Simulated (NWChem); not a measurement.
# BeICl; SMILES [Cl][Be][I]

Program: NWChem. Pople sets run with spherical d functions. The geometry was optimised at PBE0/def2-SVP (def2 core potentials past Kr).

**Question.** Among these, which level gives the highest value of “dipole (D)”?
(A) PBE/6-311G**, non-relativistic
(B) PBE/STO-3G, non-relativistic
(C) PBE/3-21G, non-relativistic

**Answer.** B, PBE/STO-3G, non-relativistic. Values: PBE/6-311G**, non-relativistic 0.53; PBE/3-21G, non-relativistic 0.75; PBE/STO-3G, non-relativistic 0.95
